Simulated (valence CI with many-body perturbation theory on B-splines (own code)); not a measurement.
Forbidden lines of Ta III

Calculated by configuration interaction combined with many-body perturbation theory (CI+MBPT): three valence electrons over a frozen Dirac-Fock core [Xe] 4f14, a basis of 9 s, 9 p, 10 d, 8 f, 5 g, 3 h, 1 i functions for each j, with the one-electron correlation potential Σ1, the two-electron term Σ2, the three-electron term Σ3, Breit, model QED; selected CI, second order for the rest, scaled by the run's own slope (own B-spline code, finite nucleus).

No measured levels were compared; by estimate terms of the open shell hold to 2 to 4 % of their energy, and close levels can change places; different configurations can be misplaced against each other by 1,000 to 8,000 cm⁻¹. Core correlation moves these levels by up to 14000 cm⁻¹, and in measured spectra 5 to 20 % of such shifts remained as error; rates that hang on mixing are uncertain with them.

Lines 51 to 100 of 109 in falling wavelength, among levels below 8.935 eV, chosen from the decays that carry over 1 % of a level's rate. Wavelengths and rates use the calculated energies, so an error of 2000 cm⁻¹ moves a line at 12490 Å by 25 % and its rate by three times that or more. Electric multipoles are in the length gauge, E1 and E2 with the static RPA response of the core. S is in atomic units (e²a₀⁴ for E2 and M2, e²a₀⁶ for E3), for M1 in squared Bohr magnetons. Weak lines are less certain than strong ones. Lines between different terms over intervals too small for the method are left out, as are lines whose strength nearly cancels. Where a level lies close to another of its J and parity, the split of strength between their lines is uncertain.

Names give the largest LS component (configuration and term), which can be under half, so a name can repeat, a term be missing and a line seem to break the LS rules; names also repeat where a configuration has a term twice. Letters in brackets count levels of one name in rising energy.

```csv
λ vac (Å),Upper,Lower,Type,A (s⁻¹),S (a.u.)
12720,5d3 2P_3/2,5d3 2P_1/2,M1,1.07e-01,3.28e-02
12490,5d2 6s 4F_3/2 [b],5d3 4F_3/2,M1,5.68e-01,1.64e-01
12490,5d2 6s 4F_3/2 [b],5d3 4F_3/2,E2,2.20e-02,2.39e+01
12440,5d2 6s 2F_5/2,5d2 6s 4F_5/2,M1,5.15e-01,2.20e-01
12280,5d3 4P_5/2 [b],5d3 4F_9/2,E2,2.40e-02,3.58e+01
12220,5d3 4P_5/2 [b],5d2 6s 4F_3/2 [a],M1,8.23e-01,3.34e-01
12080,5d3 2P_3/2,5d2 6s 4F_3/2 [b],M1,3.69e-02,9.65e-03
12080,5d3 4P_5/2 [a],5d3 4F_7/2,M1,5.49e-01,2.15e-01
11970,5d2 6s 4F_9/2,5d3 4F_9/2,M1,6.37e-02,4.05e-02
11970,5d2 6s 4F_9/2,5d3 4F_9/2,E2,4.13e-02,9.04e+01
11870,5d3 2P_1/2,5d3 4F_3/2,M1,1.91e-01,2.36e-02
11870,5d3 2P_1/2,5d3 4F_3/2,E2,1.86e-02,7.80e+00
11460,5d2 6s 4F_5/2,5d3 4F_3/2,E2,2.64e-02,2.79e+01
11460,5d2 6s 4F_5/2,5d3 4F_3/2,M1,4.71e-03,1.57e-03
11420,5d2 6s 2F_5/2,5d2 6s 4F_3/2 [b],M1,1.19e-01,3.95e-02
11220,5d3 2G_7/2,5d3 4F_5/2,M1,1.62e+00,6.79e-01
10400,5d2 6s 4F_7/2,5d3 4F_5/2,M1,1.97e-01,6.56e-02
10400,5d2 6s 4F_7/2,5d3 4F_5/2,E2,3.28e-02,2.85e+01
9921,5d2 6s 2F_5/2,5d2 6s 4F_3/2 [a],M1,1.25e+00,2.71e-01
9875,5d3 4P_5/2 [b],5d3 4F_7/2,M1,1.26e-01,2.69e-02
9875,5d3 4P_5/2 [b],5d3 4F_7/2,E2,2.59e-02,1.30e+01
9851,5d2 6s 4P_1/2,5d2 6s 4F_5/2,E2,2.85e-02,4.71e+00
9811,5d2 6s 2F_7/2 [a],5d2 6s 4F_5/2,M1,3.59e-02,1.01e-02
9673,5d2 6s 4F_9/2,5d3 4F_7/2,E2,3.37e-02,2.55e+01
9673,5d2 6s 4F_9/2,5d3 4F_7/2,M1,1.80e-02,6.03e-03
9568,5d2 6s 4P_1/2,5d3 2P_1/2,M1,1.98e-01,1.29e-02
9425,5d3 4P_5/2 [a],5d3 4F_5/2,M1,2.47e-01,4.59e-02
9335,5d3 4P_1/2,5d3 4F_5/2,E2,4.59e-02,5.81e+00
9230,5d3 4P_3/2,5d3 4F_5/2,M1,1.32e+00,1.54e-01
9230,5d3 4P_3/2,5d3 4F_5/2,E2,5.17e-02,1.24e+01
9199,5d2 6s 4P_1/2,5d2 6s 4F_3/2 [b],E2,3.85e-02,4.53e+00
9114,5d3 2H_11/2,5d3 4F_9/2,M1,3.55e-01,1.20e-01
8840,5d3 2H_9/2 [b],5d3 4F_9/2,M1,2.28e-01,5.83e-02
8663,5d3 2P_3/2,5d3 4F_7/2,E2,1.88e-02,3.27e+00
8468,5d2 6s 4P_3/2,5d2 6s 4F_5/2,E2,5.43e-02,8.45e+00
8318,5d2 6s 2F_5/2,5d3 4F_7/2,M1,4.80e-01,6.14e-02
8203,5d2 6s 4P_1/2,5d2 6s 4F_3/2 [a],E2,7.65e-02,5.07e+00
8203,5d2 6s 4P_1/2,5d2 6s 4F_3/2 [a],M1,6.22e-02,2.55e-03
8201,5d2 6s 2F_7/2 [a],5d3 4F_9/2,M1,3.15e-01,5.16e-02
8201,5d2 6s 2F_7/2 [a],5d3 4F_9/2,E2,4.40e-02,1.17e+01
7617,5d3 4P_1/2,5d3 4F_3/2,E2,7.96e-02,3.65e+00
7548,5d3 4P_3/2,5d3 4F_3/2,M1,3.53e-01,2.25e-02
7522,5d3 2H_9/2 [b],5d3 4F_7/2,M1,3.90e-01,6.16e-02
7221,5d2 6s 4P_3/2,5d2 6s 4F_3/2 [a],M1,4.34e-01,2.42e-02
7221,5d2 6s 4P_3/2,5d2 6s 4F_3/2 [a],E2,7.61e-02,5.34e+00
7208,5d3 2P_3/2,5d3 4F_5/2,M1,3.33e-01,1.85e-02
7055,5d2 6s 2F_7/2 [a],5d3 4F_7/2,E2,2.83e-02,3.53e+00
6968,5d2 6s 2F_5/2,5d3 4F_5/2,M1,6.67e-02,5.02e-03
6725,5d3 4P_5/2 [b],5d3 4F_3/2,M1,1.93e-02,1.31e-03
6332,5d2 6s 4P_3/2,5d3 4F_7/2,E2,4.95e-01,1.80e+01
```
